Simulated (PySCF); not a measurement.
## Correlation energy of Ti⁸⁺ (titanium, charge +8)

[Ne] 3s2 3p2, high-spin 3P determinant. Computed with PySCF 2.14 in an even-tempered Gaussian basis (19 s from 0.32 bohr⁻², ratio 2.5; 12 p from 0.42 bohr⁻², ratio 2.5; 5 d from 2.8 bohr⁻², ratio 2.7; 5 f from 4.2 bohr⁻², ratio 2.7), with the spin-free X2C one-electron Hamiltonian (Gaussian nucleus). Frozen: 1s2; 12 electrons correlated; the 22 highest virtual orbitals of each spin left out.

```json
{"level": "CCSD", "correlation energy (mhartree)": "-443.24"}
{"level": "(T)", "correlation energy (mhartree)": "-3.23"}
{"level": "CCSD(T)", "correlation energy (mhartree)": "-446.47"}
```

Diagnostics: T1 = 0.0030, D1 = 0.0116, largest double amplitude 0.090.

Cost of the coupled-cluster step: of the order of 50 core-seconds, for 12 correlated electrons.
